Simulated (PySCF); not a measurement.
# Reading the logs of faulty runs: BCH6Si2

All numbers below are calculated, not measured. The program is PySCF 2.14.0, an open-source quantum chemistry code, run on an isolated molecule that a program drew, which may never have been made. The molecule is BCH6Si2 (charge 0, doublet), drawn as the SMILES string `B=C([SiH2])[SiH3]`.

Each row is a Hartree-Fock (HF) and frozen-core CCSD(T) single point in the cc-pV(D+d)Z basis, meant for a local HF minimum. Run 1 is clean. Each other run has one planted mistake out of seven kinds, and not every kind appears here: one electron removed, one electron added, multiplicity raised by two, geometry at a saddle point, minimal basis STO-3G, one bond length entered in bohr, all coordinates scaled. The reference is restricted for singlets and unrestricted otherwise, and also for a bond in bohr. Adding or removing an electron swaps singlet and doublet. Electrons count all cores. HOMO and LUMO are orbital energies over both spins, the gradient is its largest component, and the lowest frequency (negative if imaginary) is given only where the gradient is small. Bond lengths are over the 9 bonds as drawn. T1 is the CCSD diagnostic: over 0.02 (restricted) or 0.045 (unrestricted) a single reference is doubtful.

Geometry of the clean run:
```xyz
10
BCH6Si2, angstrom
B    -1.0336    0.4191   -0.9331
C     0.0887    0.0455   -0.2287
Si    1.6490    0.9745   -0.6149
Si   -0.0104   -1.3128    1.0406
H    -1.9845    0.7485   -1.5411
H     2.7737    0.0600   -0.9367
H     1.4411    1.9222   -1.7407
H     0.3876   -0.8161    2.3789
H     0.8926   -2.4322    0.6841
H    -1.3956   -1.8350    1.1262
```

```
run  electrons  basis functions  <S^2>  HOMO (eV)  LUMO (eV)  gradient (hartree/bohr)  lowest frequency (cm^-1)  mean bond (Å)  longest bond (Å)      T1  HF (hartree)  CCSD(T) (hartree)                     mistake
  1         45              104  0.769      -8.08       1.47                  2.2e-05                       102         1.5209             1.862  0.0172    -643.84331         -644.31077                    no fault
  2         45              104  3.772      -6.16      -0.66                  1.1e-01                         -         1.5209             1.862  0.0177    -643.72857         -644.16318  multiplicity raised by two
  3         44              104  0.000     -15.09      -6.21                  6.1e-02                         -         1.5209             1.862  0.0198    -643.57736         -644.03818                           ?
  4         45               34  0.888      -5.46       6.28                  2.9e-02                         -         1.5209             1.862  0.0304    -636.36192         -636.59552                           ?
```

**Which mistake was planted in run 3, and what did it cost?**

It counts 44 electrons, one fewer than the clean run, at the same geometry and basis. So the mistake is: one electron removed. Subtracting run 1 and multiplying by 627.51 kcal/mol a hartree, the energy moved by 166.9 kcal/mol in HF and 171.1 kcal/mol in CCSD(T).

**Which mistake was planted in run 4, and what did it cost?**

It has 34 basis functions where the clean run has 104, with the same electrons and geometry. So the mistake is: minimal basis STO-3G. Subtracting run 1 and multiplying by 627.51 kcal/mol a hartree, the energy moved by 4694.6 kcal/mol in HF and 4841.4 kcal/mol in CCSD(T).

